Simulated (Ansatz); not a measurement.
Basis sets compared for Sn21H31Br, a nanocrystal cut from the lattice of tin (1 of the caps Br). The state is a singlet with charge 0. Geometry r2SCAN-D4/def2-SVP. Ansatz on 10 threads of AMD EPYC 7R13 on a shared host and a whole NVIDIA H100 80GB HBM3; times are rough, and most runs start from earlier orbitals.

Cartesian coordinates in Å:
```
Sn -0.4015 -5.5157 1.7760
Sn 3.7093 1.0512 4.3197
Sn 4.0944 2.2766 -0.1738
Sn 1.7481 -1.5736 0.6688
Sn -2.4252 -1.4947 2.4184
Sn -0.1608 2.4052 1.4820
Sn -1.8139 -0.1916 -1.9793
Sn -3.9387 -4.1690 -0.9355
Sn 0.5012 3.6975 -2.8201
Sn -3.9673 3.9511 -1.3955
Sn 2.8281 -1.3901 3.2597
Sn 1.5397 -4.3269 0.1555
Sn -2.8399 -4.1511 1.6370
Sn 3.7364 -0.3976 -0.9282
Sn 5.2155 2.4030 2.3927
Sn 1.6461 3.6435 -0.2609
Sn -2.3470 -2.8231 -2.7992
Sn -0.1030 1.1304 -3.7679
Sn -0.7110 -0.2042 0.6065
Sn -4.2434 1.2112 -1.8881
Sn -1.8925 5.1576 -2.8307
Br 5.0870 -2.5198 2.8660
H -0.6208 -7.1664 1.3391
H 0.1466 -5.4868 3.4064
H 4.6849 0.6735 5.6827
H 2.3919 2.0074 4.8652
H 5.1809 3.0485 -1.2740
H -1.6955 -1.4343 3.9802
H -3.9142 -0.6359 2.5238
H 0.5129 2.3043 3.0665
H -1.6160 3.3157 1.6150
H -4.2176 -5.7875 -1.4528
H -5.4685 -3.3813 -0.8817
H 1.6065 4.4584 -3.9094
H -3.7131 4.1938 0.2857
H -5.4443 4.7372 -1.8005
H 2.0645 -2.4155 4.4213
H 3.0755 -5.0558 0.4071
H 1.1222 -4.5506 -1.4987
H -3.9639 -4.8955 2.7176
H 5.2038 -1.2679 -0.7382
H 3.2776 -0.4896 -2.5842
H 6.7885 1.7108 2.3516
H 5.3838 4.0512 2.8641
H 1.8988 5.2762 0.2488
H -0.8658 -3.6659 -3.0337
H -3.1509 -2.7736 -4.3217
H 1.3130 0.1947 -4.0436
H -0.9173 1.2811 -5.2799
H -5.2525 0.5074 -0.6808
H -5.0450 0.9999 -3.3988
H -1.6220 6.7429 -2.2139
H -2.4056 5.3337 -4.4662
```

In the def2 sets Sn takes a core potential; there is no spin–orbit coupling. Single mean-field runs in def2-SVP, def2-TZVP are fitted with def2-universal-jkfit.

Binding counts from free atoms (Sn triplet, Br doublet, H doublet) in the same basis, without a counterpoise term.

| level | functions | energy (Eh) | HOMO (eV) | LUMO (eV) | binding per atom (eV) | wall time |
| --- | --- | --- | --- | --- | --- | --- |
| PBE-D4/def2-SVP | 733 | -7092.7294 | -5.80 | -2.85 | 2.43 | 4.5 s |
| PBE0-D4/def2-SVP | 733 | -7093.0858 | -6.65 | -2.18 | 2.43 | 6.5 s |

Task: Estimate the rows for PBE-D4/def2-TZVP (with forces), PBE0-D4/def2-TZVP (with forces).

Result: 
```json
{"level": "PBE-D4/def2-TZVP (with forces)", "functions": "1284", "energy (Eh)": "-7093.2087", "HOMO (eV)": "-5.88", "LUMO (eV)": "-2.97", "binding per atom (eV)": "2.45", "wall time": "10 s"}
{"level": "PBE0-D4/def2-TZVP (with forces)", "functions": "1284", "energy (Eh)": "-7093.5441", "HOMO (eV)": "-6.67", "LUMO (eV)": "-2.25", "binding per atom (eV)": "2.45", "wall time": "17 s"}
```
